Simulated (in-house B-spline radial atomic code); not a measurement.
The numbers below are computed, except where a source is named.
## C6 from the polarisability at imaginary frequency: Ga II (Ga+)

BSE on G0W0@HF linear response of the closed shell [Ar] 3d10 4s2, from an all-electron radial atomic-structure program (B-spline basis); scalar-relativistic (spin-free one-electron X2C), finite nucleus, no spin-orbit coupling; shells from n = 2 respond.

The dispersion coefficient of two like species is C6 = (3/π) ∫ α(iu)² du from 0 to ∞.

```csv
u (hartree),α(iu) (bohr³)
0,18.19
0.0849,17.14
0.198,13.7
0.339,9.491
0.566,5.521
0.849,3.35
1.27,2.03
1.98,1.19
2.83,0.7788
4.24,0.4738
7.07,0.239
14.1,0.08381
```

(1) Fit one oscillator, α(iu) = α(0)/(1 + u²/ω²), through u = 0.849 and estimate C6.

(2) How does that compare with the full integral?

Answers

(1) From α(0)/α(iu) − 1 = 18.19/3.35 − 1 = 4.4299, ω = u/√4.4299 = 0.4034 hartree (11.0 eV). London's formula gives C6 = (3/4) α(0)² ω = 0.75 × 18.19² × 0.4034 = 100.1 hartree·bohr⁶, and the oscillator holds f = α(0) ω² = 2.96 electrons, of a sum of oscillator strengths of 30.0.

(2) The program's quadrature over all excitations gives C6 = 92.75, so the single oscillator is off by +7.9 %. At the last point the fit gives α = 0.0149 against 0.0838: higher excitations, and deeper shells where there are any, keep the true curve higher at large u.
